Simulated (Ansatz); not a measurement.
A structure relaxed at PBE0/def2-SVP in Ansatz, charge 0, doublet:

Cartesian coordinates in Å:
```
Li -2.691 0.193 -0.006
Li 2.033 1.987 -2.041
Li -2.275 -2.217 2.292
Li 1.005 -1.849 1.683
Li -0.657 0.480 -2.673
Li 2.179 -1.082 -1.381
Li -0.787 0.428 2.235
Li -0.523 2.758 -0.367
Li 2.404 1.144 0.969
Li 0.288 0.292 -0.273
Li -0.978 -2.133 -0.438
```

Give its formula.

the cluster Li₁₁.

Summarise the bond lengths by kind (pairs closer than 1.2 times the sum of covalent radii, bridged metal pairs left out).

15 × Li–Li 2.59 to 3.03 Å.

The charge 0 doublet is spin-contaminated (final ⟨S²⟩ up to 1.07, 0.75 for a pure state). The structure comes from a short search, and lower isomers may exist.
